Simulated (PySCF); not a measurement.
**Partial charges of `C=CC1=CC(C)=CC[SiH2]1`**

Species: C8H12Si.
Structure used (GFN2-xTB), in Å, numbered top down from 1:
```
atom  x, y, z in Å
C1     3.3453   -0.0642   -0.9626
C2     2.2013    0.6129   -0.9367
C3     0.9665    0.1402   -0.3515
C4    -0.1254    0.9346   -0.3940
C5    -1.4427    0.6497    0.1285
C6    -2.4458    1.7525   -0.0823
C7    -1.8002   -0.4783    0.7548
C8    -0.9500   -1.6667    1.0503
Si9    0.8555   -1.5492    0.4623
H10    3.4320   -1.0475   -0.5332
H11    4.2333    0.3439   -1.4149
H12    2.1644    1.6019   -1.3827
H13   -0.0348    1.9077   -0.8701
H14   -2.1037    2.6700    0.3965
H15   -3.4168    1.4890    0.3293
H16   -2.5638    1.9556   -1.1465
H17   -2.8256   -0.5646    1.0993
H18   -0.9853   -1.8406    2.1291
H19   -1.4355   -2.5408    0.6080
H20    1.7719   -1.6594    1.6083
H21    1.1503   -2.6298   -0.4925
```

Density: PBE0/pcSseg-1 (PySCF); schemes: Mulliken, IAO, Hirshfeld and ESP-fitted. Isolated species at its GFN2-xTB geometry (one conformer only). GFN2-xTB frequencies show an imaginary mode (28i cm⁻¹), so this geometry is no minimum at that level.

Problem. Atoms with like bonding are taken together and averaged. Do the Mulliken, IAO, Hirshfeld and ESP-fitted schemes agree on where the charge is highest?

Solution. All schemes agree: Mulliken Si9 (+0.750); IAO Si9 (+0.742); Hirshfeld Si9 (+0.336); ESP-fitted Si9 (+0.420).

Problem. At which atom do the 4 schemes differ most?

Solution. At C5: from -0.358 (Mulliken) to +0.220 e (ESP-fitted), 0.578 e apart.

Problem. What partial charge does each atom carry?

Solution. In e; atoms taken as equivalent share a row and are averaged (×n: the atom named and its like, n in all):

| atom | environment | Mulliken | IAO | Hirshfeld | ESP-fitted |
| --- | --- | --- | --- | --- | --- |
| C1 | terminal =CH2 carbon | -0.157 | -0.324 | -0.102 | -0.398 |
| C2 | alkene CH carbon | -0.138 | -0.124 | -0.049 | -0.176 |
| C3 | fully substituted alkene carbon | -0.382 | -0.267 | -0.094 | -0.021 |
| C4 | alkene CH carbon | -0.013 | -0.130 | -0.038 | -0.249 |
| C5 | fully substituted alkene carbon | -0.358 | -0.013 | -0.009 | +0.220 |
| C6 | allylic carbon | -0.149 | -0.420 | -0.119 | -0.691 |
| C7 | alkene CH carbon | -0.074 | -0.134 | -0.042 | -0.152 |
| C8 | sp3 carbon bound to silicon | -0.479 | -0.550 | -0.159 | -0.335 |
| Si9 | SiH2 silicon | +0.750 | +0.742 | +0.336 | +0.420 |
| H10 | vinylic hydrogen | +0.126 | +0.142 | +0.041 | +0.170 |
| H11 | vinylic hydrogen | +0.117 | +0.155 | +0.047 | +0.179 |
| H12 | vinylic hydrogen | +0.089 | +0.139 | +0.044 | +0.151 |
| H13 | vinylic hydrogen | +0.069 | +0.135 | +0.043 | +0.161 |
| H14/H15/H16 | methyl hydrogen | +0.121 | +0.146 | +0.043 | +0.190 |
| H17 | vinylic hydrogen | +0.079 | +0.138 | +0.041 | +0.116 |
| H18/H19 | methylene hydrogen | +0.157 | +0.162 | +0.046 | +0.123 |
| H20/H21 | Si–H hydrogen | -0.079 | -0.125 | -0.081 | -0.105 |

Mean size of the charges over all atoms: ESP-fitted 0.212 e, IAO 0.211 e, Mulliken 0.182 e, Hirshfeld 0.074 e. Each set sums to the total charge, 0, to within 0.001 e. The Mulliken scheme counts on each atom the diagonal of the density matrix times the overlap matrix over that atom's basis functions.

Problem. How many electrons does the ESP-fitted scheme count on C1?

Solution. Z − q = 6 − (-0.398) = 6.398.

Problem. How closely do the schemes follow one another over all atoms?

Solution. Correlation coefficient and root-mean-square difference: IAO with Hirshfeld 0.97, 0.172 e; Mulliken with Hirshfeld 0.91, 0.162 e; Mulliken with IAO 0.90, 0.114 e; IAO with ESP-fitted 0.87, 0.133 e; Hirshfeld with ESP-fitted 0.80, 0.186 e; Mulliken with ESP-fitted 0.61, 0.223 e.

Problem. Sum the charges by element, for elements with more than one atom.

Solution. 
```csv
element,atoms,Mulliken,IAO,Hirshfeld,ESP-fitted
C,8,-1.749,-1.962,-0.613,-1.802
H,12,+0.999,+1.220,+0.276,+1.382
```
